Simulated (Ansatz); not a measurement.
System: As₂, charge 0, singlet. As2 (SMILES [As]#[As]).
B3LYP-D3(BJ)/def2-TZVP minimum from Ansatz (a program for electronic structure):
```xyz
2

As     0.0000     0.0000    -1.0521
As     0.0000     0.0000     1.0521
```

Total energies in cc-pVQZ, 10 correlated electrons, 28 frozen orbitals. UHF or UKS for unpaired electrons; spin-orbit terms are left out. Cores are frozen in correlated methods (noble-gas shells, and filled d and f shells in the p block). No relativity. The restricted determinant of As2 ([As]#[As], singlet) is unstable towards broken spin symmetry in at least one set run.

| method | program | energy (Eh) | minus CCSDT(Q) (mEh) |
|---|---|---|---|
| HF | Ansatz | -4468.49815 | 305.00 |
| MP2 | Ansatz | -4468.77172 | 31.43 |
| CCSD | Ansatz | -4468.77948 | 23.67 |
| CCSD(T) | Ansatz | -4468.80034 | 2.81 |
| CCSDT(Q) | Ansatz | -4468.80315 | 0.00 |

Rough core times of Ansatz's runs on a shared machine: CCSD(T) 20 s, CCSDT(Q) 5 min.
